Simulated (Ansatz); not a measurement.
Isolated molecules relaxed with PBE0-D4/def2-TZVP in Ansatz; ΔE leaves out vibrations. CCSD(T)/CBS is the MP2 limit (def2-TZVPP, def2-QZVPP) plus CCSD(T) − MP2 in def2-TZVPP, frozen cores. Functionals use def2-TZVPP. Each species was taken in one conformer, which may not be the lowest.

Consider the ligand exchange at the Si–O bond: `CO[SiH](Cl)O[SiH3]` + `CO[SiH](N)O` → `CO[SiH](N)O[SiH3]` + `CO[SiH](O)Cl`.

`CO[SiH](Cl)O[SiH3]`:

```xyz
13

C     2.031   -1.317    0.390
O     0.913   -0.653   -0.159
Si    0.470    0.878    0.142
Cl    0.318    1.147    2.173
O    -0.956    1.129   -0.561
Si   -2.464    0.500   -0.756
H     2.966   -0.821    0.110
H     1.966   -1.359    1.482
H     2.044   -2.334   -0.003
H     1.446    1.860   -0.358
H    -2.464   -0.433   -1.909
H    -2.882   -0.222    0.471
H    -3.390    1.626   -1.022
```

`CO[SiH](N)O`:

Z-matrix (Å, degrees):
```
C
O 1 1.409
H 1 1.096 2 111.5
H 1 1.094 2 111.3 3 121.4
H 1 1.092 2 108.2 3 -119.0
Si 2 1.633 1 124.0 3 -61.2
O 6 1.643 2 104.9 1 -50.7
N 6 1.701 2 112.4 1 -171.5
H 6 1.486 2 110.4 1 69.5
H 7 0.958 6 116.5 2 -174.4
H 8 1.008 6 120.7 2 55.7
H 8 1.007 6 119.3 2 -88.7
```

`CO[SiH](N)O[SiH3]`:

```xyz
15

C    -2.038    0.419   -0.540
O    -1.396   -0.634    0.147
Si    0.009   -0.483    0.961
N    -0.050    0.819    2.056
O     1.271   -0.127   -0.015
Si    1.974   -0.529   -1.434
H    -3.091    0.160   -0.659
H    -1.600    0.558   -1.533
H    -1.964    1.362    0.011
H     0.199   -1.824    1.552
H    -0.673    0.824    2.846
H     0.766    1.386    2.213
H     3.270    0.188   -1.527
H     1.107   -0.125   -2.572
H     2.215   -1.994   -1.507
```

`CO[SiH](O)Cl`:

Cartesian coordinates in Å:
```
C 0.110 1.025 1.279
O 0.385 0.607 -0.040
Si -0.350 -0.594 -0.847
O 0.438 -0.863 -2.237
Cl -0.347 -2.267 0.354
H 0.209 0.196 1.985
H 0.827 1.803 1.542
H -0.900 1.440 1.360
H -1.750 -0.296 -1.192
H 1.377 -1.051 -2.203
```

```tsv
level	ΔE (kJ/mol)
PBE-D4	-3.7
PBE	-2.8
```

Problem. What does CCSD(T)/CBS give? (Estimate.)

Solution. Ansatz gave: -2.0 kJ/mol. The listed levels differ from it by -1.7, -0.8 kJ/mol.

Largest T1 diagnostic among the species: 0.011.
